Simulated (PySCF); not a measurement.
C3H8STe, SMILES CC(C)[Te]S.

Geometry: r2SCAN-D4/def2-SVP. The def2 effective core potentials stand for the cores of Te; spin–orbit coupling is left out. Other conformers were not sampled.

Two levels are set side by side: TDA-PBE/def2-SVPD (PySCF) and TDA-CAM-B3LYP/def2-SVPD (PySCF). Vertical, same geometry. The lowest singlet is HOMO→LUMO 99 % with PBE and HOMO→LUMO 95 % with the other functional; states are paired by order. Differences are taken from unrounded values.

```csv
quantity,TDA-CAM-B3LYP,TDA-PBE,TDA-PBE minus TDA-CAM-B3LYP
lowest singlet excitation (eV),3.19,2.97,-0.22
lowest triplet excitation (TDA) (eV),2.53,2.36,-0.18
```

A lower first singlet is the usual sign of a functional without exact exchange. Differences between two approximate levels are no errors against the true value.

Rough cost on one machine, each run with all the roots and properties that it gave: TDA-CAM-B3LYP against TDA-PBE about 4 times.
